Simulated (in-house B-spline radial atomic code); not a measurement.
As³⁺. Computed with a B-spline radial atomic code. Model: all-electron spherical atom, spin shells full or empty, radial basis limit, no spin-orbit coupling: exact exchange with a local potential (Slater, KLI or optimised effective potential, whose far tail is KLI's), no correlation.

The run also made RPA and GW results, which its time includes.

The Slater potential averages the orbital exchange potentials with the orbital densities as weights, KLI adds orbital constants, and the optimised effective potential minimises the exact-exchange energy among local potentials. So their energies lie above Hartree-Fock in the order OEP, KLI, Slater. All fall off as −1/r, unlike LDA and GGA exchange.

Command:
```bash
python run_gw.py task.json out
```
Settings (lengths in bohr, energies in hartree):
```
Z                      33
electrons              30
configuration          [Ar] 3d10 4s2
hamiltonian            nr
method                 oep
lmax                   9
spin_polarised         False
box_radius             14.14
intervals              72
ion_configuration      [Ar] 3d10 4s1
```

Time taken, with all properties: 5.7 s on 1 thread of Intel(R) Xeon(R) Platinum 8488C (Sapphire Rapids) (shared host).

Given: hamiltonian non-relativistic; mean-field start exchange-only OEP.

Computed: energy above Hartree-Fock 10.438 millihartree; virial ratio -E/T less 1 0.

```csv
radius (bohr),r times exchange potential (hartree bohr)
0.00152,-0.040327
0.00188,-0.049829
0.00233,-0.06167
0.00289,-0.076321
0.00358,-0.094227
0.00444,-0.11627
0.0055,-0.14294
0.00682,-0.1753
0.00845,-0.2137
0.0105,-0.25933
0.013,-0.31059
0.0161,-0.36714
0.02,-0.42704
0.0247,?
0.0307,-0.52993
0.038,-0.55364
0.0471,-0.54119
0.0584,-0.49863
0.0725,-0.50163
0.0898,-0.61985
0.111,-0.77527
0.138,-0.89776
0.171,-0.95465
0.212,-0.91108
0.263,-0.77335
0.326,-0.83529
0.404,-1.1128
0.501,-1.3101
0.621,-1.395
0.77,-1.3445
0.955,-1.1509
1.18,-0.88097
1.47,?
1.82,-0.91917
2.25,-0.99555
2.79,-1.0145
3.46,-1.0115
```

Q: What belongs in the row 0.0247?

A: r times exchange potential (hartree bohr): -0.48295.

Q: What belongs in the row 1.47?

A: r times exchange potential (hartree bohr): -0.79634.

```json
{"occupied": "1s", "level (hartree)": "-425.56", "Hartree-Fock level (hartree)": "-433.88"}
{"occupied": "2s", "level (hartree)": "-54.63", "Hartree-Fock level (hartree)": "-57.592"}
{"occupied": "2p", "level (hartree)": "-48.967", "Hartree-Fock level (hartree)": "-51.436"}
{"occupied": "3s", "level (hartree)": "-8.2928", "Hartree-Fock level (hartree)": "-9.3023"}
{"occupied": "3p", "level (hartree)": "?", "Hartree-Fock level (hartree)": "?"}
{"occupied": "3d", "level (hartree)": "-3.003", "Hartree-Fock level (hartree)": "-3.3816"}
{"occupied": "4s", "level (hartree)": "-1.742", "Hartree-Fock level (hartree)": "-1.7415"}
```

Q: What belongs in the row 3p?

A: level (hartree): -6.3709; Hartree-Fock level (hartree): -7.1468.

```
empty  level (hartree)
   4p           -1.352
   4d         -0.83551
   5s                ?
   5p         -0.66333
```

Q: What belongs in the row 5s?

A: level (hartree): -0.79342.

The highest level, 4s, differs from Hartree-Fock by -0.013 eV and the deepest, 1s, by +227 eV: a local potential can match the highest level but can't give each shell its own exchange.
